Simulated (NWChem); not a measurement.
Species: GeHOClF₂; SMILES [OH][Ge]([F])([F])[Cl]

```xyz
6

O      1.6694    -0.7799     0.0040
Ge     0.0177    -0.2455     0.0001
F     -0.8290    -0.8719     1.3546
F     -0.8225    -0.8726    -1.3582
Cl    -0.0481     1.8552    -0.0003
H      1.7592    -1.7414     0.0023
```
Atoms are numbered in this order, from 1.

Computed with NWChem. Coordinates come from a PBE0/def2-SVP optimisation.

### Question
Predict the results for BLYP/def2-SVP. Quantities: highest occupied level (eV); orbital gap (eV); dipole (D).

### Answer
```
Item                         Value
---------------------------  -----
highest occupied level (eV)  -8.02
orbital gap (eV)              5.94
dipole (D)                    1.44
```
